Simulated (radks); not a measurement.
Q: These are the eigenvalues of the occupied orbitals of an atom or ion with whole-number occupations (hartree). Method: scalar-relativistic Kohn-Sham, r2SCAN, spin-polarised, spherical densities, finite nucleus; meta-GGA in the generalised Kohn-Sham scheme; Fermi nuclear charge, rms radius of each element as measured or else 0.836 A^(1/3) + 0.57 fm; computed with a radial shooting solver on a logarithmic mesh with Libxc functionals.

1s up: -3232.841
1s down: -3232.779
2s up: -712.5214
2s down: -712.4762
2p up: -638.6452
2p down: -638.5987
3s up: -276.8616
3s down: -276.7709
3p up: -255.0712
3p down: -254.9645
4s up: -144.0333

Which element is it, and in what charge state? The configuration may be excited. Open shells, if any, are filled with parallel spins first.

A: Z = 80, mercury, charge +61: Hg61+ in [Ar] 4s1. The list shows which subshells hold electrons but not how many an open one holds; the 1s level, -3232.8 hartree, gives Z - s = 80.4 by -(Z - s)^2/2, which with screening and relativity narrows Z to a few neighbours, and the depths of the outer levels then fix element, charge and occupations together.
